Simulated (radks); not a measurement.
Problem. The caesium ion Cs31+, configuration [Ar] 3d6. All-electron calculation, Dirac Kohn-Sham, PBEsol, spin-unpolarised, spherical densities, finite nucleus; open shells fill j = l - 1/2 first; Fermi nuclear charge, rms radius 4.8041 fm. Program: a radial shooting solver on a logarithmic mesh with Libxc functionals. Some entries of the table are withheld. Estimate them.

orbital  occ.  eigenvalue (Ry)  <r^2> (bohr^2)  <1/r> (bohr^-1)
1s1/2       2        -2726.590       0.0009255            59.38
2s1/2       2        -508.5994         0.01463            13.98
2p1/2       2              (1)         0.01077            13.95
2p3/2       4              (2)         0.01202            12.78
3s1/2       2        -171.2476         0.09297            5.263
3p1/2       2        -161.7564         0.08662            5.190
3p3/2       4        -156.1262         0.09287            4.899
3d3/2       4        -140.3870         0.07326              (3)
3d5/2       2        -139.1247         0.07494              (4)
4s1/2       0        -83.54598          0.3603              (5)
4p1/2       0        -79.63837          0.3598            2.554
4p3/2       0        -77.75712          0.3776            2.455

Solution. 
(1) 2p1/2 eigenvalue (Ry): -484.9550
(2) 2p3/2 eigenvalue (Ry): -458.8591
(3) 3d3/2 <1/r> (bohr^-1): 4.774
(4) 3d5/2 <1/r> (bohr^-1): 4.700
(5) 4s1/2 <1/r> (bohr^-1): 2.603
